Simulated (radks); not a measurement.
Q: The bromine ion Br4+, configuration [Ar] 3d10 4s2 4p0.5 5p0.5 (fractional occupations, a model configuration). Method: Dirac Kohn-Sham, PBE, spin-unpolarised, spherical densities, finite nucleus; open shells are shared between the two j in proportion to 2j + 1; Fermi nuclear charge, rms radius 4.1629 fm; computed with a radial shooting solver on a logarithmic mesh with Libxc functionals. Some entries of the table are withheld. Estimate them.

orbital,occ.,eigenvalue (hartree),<r> (bohr)
1s1/2,2,-491.4465,0.04275
2s1/2,2,(1),0.1892
2p1/2,2,-59.48427,0.1627
2p3/2,4,-57.73778,0.1666
3s1/2,2,-10.87038,(2)
3p1/2,2,-8.66752,(3)
3p3/2,4,-8.41548,(4)
3d3/2,4,-4.59191,0.5821
3d5/2,6,-4.55156,0.5860
4s1/2,2,-2.57239,1.491
4p1/2,0.166667,-2.03188,(5)
4p3/2,0.333333,-2.00054,(6)
4d3/2,0,-1.22596,2.196
4d5/2,0,-1.22237,2.204
5s1/2,0,-1.07167,3.196
5p1/2,0.166667,-0.90215,3.559
5p3/2,0.333333,-0.89343,3.592

A: 
(1) 2s1/2 eigenvalue (hartree): -65.81270
(2) 3s1/2 <r> (bohr): 0.5506
(3) 3p1/2 <r> (bohr): 0.5558
(4) 3p3/2 <r> (bohr): 0.5662
(5) 4p1/2 <r> (bohr): 1.654
(6) 4p3/2 <r> (bohr): 1.677
